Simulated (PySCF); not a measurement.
Zn(I)(NH2), SMILES [Zn]([I])[NH2] (H2INZn) at its PBE0/def2-SVP optimised geometry (Å):

```
5

Zn     0.0739     0.1223     0.0000
I     -2.3484     0.3125     0.0000
N      1.8933     0.1223     0.0000
H      2.3478    -0.2355    -0.8373
H      2.3484    -0.3125     0.7997
```

Computed with PySCF with PBE0/def2-TZVP, def2 effective core potentials past Kr. The core electrons that the potentials of I replace are not part of the density. Cells within 0.4 Å of a nucleus heavier than hydrogen are left out (blank, or x).

Map of the electron localisation function on the plane z = 0.0 Å:

```
|00000000000000000000000000000|
|00000000000000000000000000000|
|00000000000000000000000000000|
|00000000000000000000000000000|
|00000000000000000000000000000|
|00000111100000000000000000000|
|00012344321000000000000000000|
|00135677653100000012332000000|
|01357888765310000135676410000|
|02468898876421111247888641000|
|03578866777521111368998752000|
|13687333257511211389999742000|
|146743xx627513651299999631000|
|146736xx826317xx329xx68620000|
|147744xx627328xx429xxx7520000|
|14687333257315762398676410000|
|13688865677411221488764210000|
|02578998875321112566543100000|
|01367888764211122454321000000|
|00135676542110112332210000000|
|00012444321000011221100000000|
|00000111100000000000000000000|
|00000000000000000000000000000|
|00000000000000000000000000000|
|00000000000000000000000000000|
|00000000000000000000000000000|
|00000000000000000000000000000|
|00000000000000000000000000000|
|00000000000000000000000000000|
```
Scale: ten equal steps from 0.000 (start of '0') to 0.923 (end of '9'), in the order '0123456789'; x runs from -4.50 to 4.50, y from -4.50 (bottom) to 4.50 (top).
